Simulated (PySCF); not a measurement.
The numbers are results of PBE-D3(BJ)/def2-TZVP // PBE0-D3(BJ)/def2-TZVP run with PySCF, not measurements. Isolated molecules, 0 K electronic values unless said otherwise. One relaxed conformer stands for a flexible species; it need not be the lowest. Excitations are Tamm–Dancoff values on a coarser integration grid. The basis has no diffuse functions, so Rydberg states are missing or too high.

Reference species (SMILES): `C=C(O)C[SiH3]` (C–C–O–H torsion 0°, O–C–C–Si torsion -69°) (neutral, multiplicity 1).

```
Property               Result
-------------------  --------
S1–T1 gap (TDA)       0.98 eV
HOMO                 -5.41 eV
LUMO                 -0.37 eV
T1 excitation (TDA)   4.29 eV
```

Changed species: `OC/C=C\[SiH3]` (H–O–C–C torsion 73°, O–C–C–C torsion 8°).

Problem. Give the shifts of the S1–T1 gap (TDA), HOMO, LUMO and T1 excitation (TDA).

Solution. the S1–T1 gap (TDA) rises by 0.11 eV, to 1.09 eV; the HOMO decreases by 1.05 eV, to -6.46 eV; the LUMO falls by 1.13 eV, to -1.50 eV; the T1 excitation (TDA) drops by 0.12 eV, to 4.17 eV.
